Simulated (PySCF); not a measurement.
**Indirect couplings**

Geometry:
```json
{"atom": "Zn1", "x (Å)": "0.000", "y (Å)": "0.000", "z (Å)": "0.035"}
{"atom": "C2", "x (Å)": "-0.004", "y (Å)": "-0.017", "z (Å)": "1.966"}
{"atom": "H3", "x (Å)": "-0.848", "y (Å)": "0.566", "z (Å)": "2.368"}
{"atom": "H4", "x (Å)": "0.925", "y (Å)": "0.415", "z (Å)": "2.371"}
{"atom": "H5", "x (Å)": "-0.093", "y (Å)": "-1.045", "z (Å)": "2.353"}
{"atom": "C6", "x (Å)": "0.002", "y (Å)": "0.014", "z (Å)": "-1.858"}
{"atom": "C7", "x (Å)": "0.007", "y (Å)": "0.029", "z (Å)": "-3.079"}
{"atom": "H8", "x (Å)": "0.011", "y (Å)": "0.039", "z (Å)": "-4.155"}
```

Couplings: PBE/pcJ-1 (pcSseg-1 on Zn) in PySCF 2.14.0 with density-fitted response routines, geometry PBE0-D3(BJ)/def2-SVP; gas phase, one conformer, non-relativistic. Couplings are averaged over pairs made equivalent by symmetry, fast rotation or ring inversion, so a value needn't be that of the named pair in this geometry, while other rotamers aren't included; one pair stands for each set, and the list holds those of at least 0.8 Hz over up to four bonds.

Isotopes: 13C, 1H.

```csv
pair,bonds,J (Hz)
"C2, H3",1,122.3
"C6, C7",1,138.9
"C7, H8",1,233.1
"C2, C6",2,?
"H3, H4",2,-12.2
"C6, H8",2,?
"C2, C7",3,5.2
"H3, C6",3,?
"C2, H8",4,1.1
```

Estimate the withheld couplings, with signs.

## Answers


- 2J(C2,C6) = 26.1 Hz (angle at Zn1 180°)
- 2J(C6,H8) = 40.3 Hz (angle at C7 180°)
- 3J(H3,C6) = -1.4 Hz
